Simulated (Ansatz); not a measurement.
Computed with Ansatz on PBE0-D4/def2-TZVP structures; ΔE is electronic, products minus reactants. CCSD(T)/CBS is the MP2 limit (def2-TZVPP, def2-QZVPP) plus CCSD(T) − MP2 in def2-TZVPP, frozen cores. This one scheme is used for every species. DFT in def2-TZVPP. B3LYP here is the variant with VWN-RPA as its local correlation; programs differ in this. HSE06 is defined as in plane-wave codes. Elements past krypton have def2 core potentials. For I, Sn outer-core shells are correlated without core-valence functions, which leaves a few kJ/mol of doubt a bond.

`[Cl][Sn]([Cl])([Cl])[I]` + H₂ → `[Cl][SnH]([Cl])[Cl]` + HI  (hydrogenolysis of the Sn–I bond)

```json
{"level": "LDA (SPW92)", "ΔE (kcal/mol)": "17.2", "difference from CCSD(T)/CBS": "-4.4"}
{"level": "PBE-D4", "ΔE (kcal/mol)": "20.6", "difference from CCSD(T)/CBS": "-1.0"}
{"level": "revPBE-D4", "ΔE (kcal/mol)": "21.3", "difference from CCSD(T)/CBS": "-0.3"}
{"level": "BLYP-D4", "ΔE (kcal/mol)": "21.4", "difference from CCSD(T)/CBS": "-0.2"}
{"level": "r2SCAN-D4", "ΔE (kcal/mol)": "20.5", "difference from CCSD(T)/CBS": "-1.1"}
{"level": "B97M-V", "ΔE (kcal/mol)": "16.6", "difference from CCSD(T)/CBS": "-5.0"}
{"level": "PBE0-D4", "ΔE (kcal/mol)": "19.9", "difference from CCSD(T)/CBS": "-1.7"}
{"level": "B3LYP-D4", "ΔE (kcal/mol)": "20.6", "difference from CCSD(T)/CBS": "-1.0"}
{"level": "r2SCANh-D4", "ΔE (kcal/mol)": "20.3", "difference from CCSD(T)/CBS": "-1.3"}
{"level": "r2SCAN0-D4", "ΔE (kcal/mol)": "19.9", "difference from CCSD(T)/CBS": "-1.7"}
{"level": "HSE06-D4", "ΔE (kcal/mol)": "20.0", "difference from CCSD(T)/CBS": "-1.6"}
{"level": "BHLYP-D4", "ΔE (kcal/mol)": "20.6", "difference from CCSD(T)/CBS": "-1.0"}
{"level": "CAM-B3LYP-D4", "ΔE (kcal/mol)": "17.7", "difference from CCSD(T)/CBS": "-3.9"}
{"level": "ωB97M-V", "ΔE (kcal/mol)": "18.7", "difference from CCSD(T)/CBS": "-2.9"}
{"level": "B2PLYP", "ΔE (kcal/mol)": "18.8", "difference from CCSD(T)/CBS": "-2.8"}
{"level": "PBE-QIDH", "ΔE (kcal/mol)": "19.4", "difference from CCSD(T)/CBS": "-2.2"}
{"level": "PBE", "ΔE (kcal/mol)": "18.5", "difference from CCSD(T)/CBS": "-3.1"}
{"level": "revPBE", "ΔE (kcal/mol)": "18.3", "difference from CCSD(T)/CBS": "-3.3"}
{"level": "PBE0", "ΔE (kcal/mol)": "18.0", "difference from CCSD(T)/CBS": "-3.6"}
{"level": "B3LYP", "ΔE (kcal/mol)": "17.2", "difference from CCSD(T)/CBS": "-4.4"}
{"level": "r2SCAN0", "ΔE (kcal/mol)": "19.3", "difference from CCSD(T)/CBS": "-2.3"}
{"level": "HSE06", "ΔE (kcal/mol)": "18.2", "difference from CCSD(T)/CBS": "-3.4"}
{"level": "BHLYP", "ΔE (kcal/mol)": "16.6", "difference from CCSD(T)/CBS": "-5.0"}
{"level": "CAM-B3LYP", "ΔE (kcal/mol)": "15.6", "difference from CCSD(T)/CBS": "-6.0"}
{"level": "LC-ωPBE", "ΔE (kcal/mol)": "15.8", "difference from CCSD(T)/CBS": "-5.8"}
{"level": "HF/def2-SVP", "ΔE (kcal/mol)": "13.8", "difference from CCSD(T)/CBS": "-7.8"}
{"level": "MP2/def2-SVP", "ΔE (kcal/mol)": "20.0", "difference from CCSD(T)/CBS": "-1.6"}
{"level": "CCSD/def2-SVP", "ΔE (kcal/mol)": "16.2", "difference from CCSD(T)/CBS": "-5.4"}
{"level": "CCSD(T)/def2-SVP", "ΔE (kcal/mol)": "17.0", "difference from CCSD(T)/CBS": "-4.6"}
{"level": "HF/def2-TZVPP", "ΔE (kcal/mol)": "15.0", "difference from CCSD(T)/CBS": "-6.6"}
{"level": "MP2/def2-TZVPP", "ΔE (kcal/mol)": "21.8", "difference from CCSD(T)/CBS": "0.2"}
{"level": "SCS-MP2/def2-TZVPP", "ΔE (kcal/mol)": "19.6", "difference from CCSD(T)/CBS": "-2.0"}
{"level": "CCSD/def2-TZVPP", "ΔE (kcal/mol)": "16.3", "difference from CCSD(T)/CBS": "-5.3"}
{"level": "CCSD(T)/def2-TZVPP", "ΔE (kcal/mol)": "17.6", "difference from CCSD(T)/CBS": "-4.0"}
{"level": "HF/def2-QZVPP", "ΔE (kcal/mol)": "15.4", "difference from CCSD(T)/CBS": "-6.2"}
{"level": "MP2/def2-QZVPP", "ΔE (kcal/mol)": "24.3", "difference from CCSD(T)/CBS": "2.7"}
{"level": "SCS-MP2/def2-QZVPP", "ΔE (kcal/mol)": "21.8", "difference from CCSD(T)/CBS": "0.2"}
{"level": "HF/CBS(def2)", "ΔE (kcal/mol)": "15.5", "difference from CCSD(T)/CBS": "-6.1"}
{"level": "MP2/CBS(def2)", "ΔE (kcal/mol)": "25.9", "difference from CCSD(T)/CBS": "4.3"}
{"level": "CCSD/CBS(def2)", "ΔE (kcal/mol)": "20.3", "difference from CCSD(T)/CBS": "-1.3"}
{"level": "CCSD(T)/CBS", "ΔE (kcal/mol)": "21.6", "difference from CCSD(T)/CBS": "0"}
```

Largest T1 diagnostic among the species: 0.011.

At CCSD(T), def2-SVP lies −4.6 kcal/mol from the extrapolated value and def2-TZVPP −4.0 kcal/mol. In def2-TZVPP, CCSD(T) changes the Hartree–Fock value by +2.5 kcal/mol (the triples alone add +1.3 kcal/mol) and MP2 by +6.8 kcal/mol.
